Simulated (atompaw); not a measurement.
# P PAW (atompaw): all-electron and pseudo phase curves

* Element: phosphorus (P)
* Generator: atompaw 4.2.0.5
* Type: PAW
* Functional: PBE
* Relativity: scalar-relativistic
* Frozen core: [Ne]
* Valence charge: 5
* Reference configuration: 3s2 3p3
* Partial waves: 3s (bound): rc 1.50 bohr; 3s channel at 1.25 Ry: rc 1.50 bohr; 3p (bound): rc 1.45 bohr; 3p channel at 0.2 Ry: rc 1.50 bohr; 3d channel at -0.1 Ry: rc 1.15 bohr; 3d channel at 2 Ry: rc 1.50 bohr
* Local potential: bessel scheme, radius 1.20 bohr
* Core correction: smooth core density matched at 1.10 bohr
* Augmentation charge: besselshape compensation charge, radius 1.15 bohr; PAW radius 1.50 bohr; waves and projectors: custom rrkj vanderbiltortho

The phase is arctan(r·u′/u) with u = r·R(r), unwrapped; energies in Ry, scanned from -3 to 5 Ry. A pole is an energy at which the radial function vanishes at the test radius. The pseudo phase is shifted by a multiple of π to meet the all-electron one at the reference energy, and phase errors are pseudo minus all-electron; the curves can meet again beyond the range given. Levels narrower than the energy grid can be missing from the lists of poles.

| channel | radius (bohr) | reference energy (Ry) | poles, all-electron | poles, pseudo | unbroken range about the reference energy with phases within 0.05 rad | phase error 1 Ry above the reference energy (rad) |
| --- | --- | --- | --- | --- | --- | --- |
| s | 1.51 | -1.03 | none | none | the whole range | -0.000 |
| p | 1.51 | -0.40 | none | none | the whole range | +0.000 |
| d | 1.51 | -0.10 | none | none | the whole range | -0.000 |

Phases in the p channel:

| E (Ry) | all-electron | pseudo |
| --- | --- | --- |
| -3.00 | 1.119 | 1.118 |
| -2.52 | 1.069 | 1.069 |
| -2.04 | 1.005 | 1.004 |
| -1.56 | 0.917 | 0.917 |
| -1.08 | 0.794 | 0.794 |
| -0.60 | 0.614 | 0.614 |
| -0.12 | 0.347 | 0.347 |
| 0.36 | -0.018 | -0.018 |
| 0.84 | -0.418 | -0.418 |
| 1.32 | -0.749 | -0.749 |
| 1.80 | -0.980 | -0.980 |
| 2.28 | -1.135 | -1.137 |
| 2.76 | -1.244 | -1.246 |
| 3.24 | -1.323 | -1.326 |
| 3.72 | -1.382 | -1.387 |
| 4.20 | -1.429 | -1.436 |
| 4.68 | -1.468 | -1.477 |
